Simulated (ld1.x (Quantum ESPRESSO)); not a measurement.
Reading a pseudo-wave (Dy (Z = 66))

Columns: radius, all-electron u(r) and pseudo u(r) of the 6s shell (level -6.21 eV) of dysprosium in the configuration [Kr] 4d10 4f10 5s2 5p6 5d0 6s1.5 6p0; PBE, scalar-relativistic, PAW scheme, ld1.x (Quantum ESPRESSO) 7.5.

```tsv
r (bohr)	all-electron	pseudo
0.163	0.1083	0.1487
0.325	-0.1005	0.2756
0.488	-0.1324	0.3655
0.650	0.0437	0.4081
0.813	0.2001	0.4029
0.975	0.2634	0.3561
1.138	0.2445	0.2776
1.300	0.1722	0.1798
1.463	0.0717	0.0718
1.625	-0.0371	-0.0375
1.788	-0.1436	-0.1436
1.950	-0.2400	-0.2400
2.113	-0.3244	-0.3244
2.275	-0.3946	-0.3946
2.438	-0.4517	-0.4517
2.600	-0.4960	-0.4960
2.763	-0.5292	-0.5292
2.925	-0.5523	-0.5523
3.088	-0.5668	-0.5668
3.250	-0.5739	-0.5739
3.413	-0.5746	-0.5746
3.575	-0.5699	-0.5699
3.738	-0.5606	-0.5606
3.900	-0.5475	-0.5475
4.063	-0.5312	-0.5312
4.225	-0.5125	-0.5125
```

How many radial nodes do the two functions have?

The all-electron 6s function has n − l − 1 = 5 (the table is too coarse to show those close to the nucleus); the pseudo-wave has 1, since 1 lower shell of the same l stays in the valence.

At about which radius was the pseudo-wave matched?

1.85 bohr. The columns agree to 0.0005 from 1.46 bohr on; several derivatives are matched, so the curves merge somewhat inside the radius.

Is the pseudo-wave norm-conserving?

No, it belongs to a PAW set: the norm inside the radius is not constrained, and the difference is carried by the augmentation charge.
